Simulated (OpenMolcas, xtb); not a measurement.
Si2H3F3 (SMILES F[Si](F)(F)[SiH3]): the dipole moment, rung by rung

Si2H3F3: 8 atoms, total charge 0, spin state singlet. SMILES: `F[Si](F)(F)[SiH3]`. The coordinates come from a PBE0-D4/def2-TZVP relaxation.

```
atom    x (Å)    y (Å)    z (Å)
   F   1.3105  -1.0605   1.5048
  Si   0.5344  -0.9905   0.1285
   F  -0.4793  -2.2045   0.1079
   F   1.5956  -1.2559  -1.0139
  Si  -0.5507   1.0504  -0.1526
   H  -1.5256   1.2279   0.9519
   H   0.4606   2.1358  -0.1228
   H  -1.2533   1.0404  -1.4595
```

Quantity: the dipole moment, in D. The values are calculated.

```tsv
level	kind	program	value (D)
GFN1-xTB	semi-empirical	xtb	1.98
HF/cc-pVDZ	Hartree–Fock	OpenMolcas	2.44
SVWN5/cc-pVDZ	LDA	OpenMolcas	1.97
BLYP/cc-pVDZ	GGA	OpenMolcas	1.86
TPSS/cc-pVDZ	meta-GGA	OpenMolcas	1.86
B3LYP/cc-pVDZ	global hybrid	OpenMolcas	2.06
```

The values span 1.86 to 2.44 D. Magnitudes only.
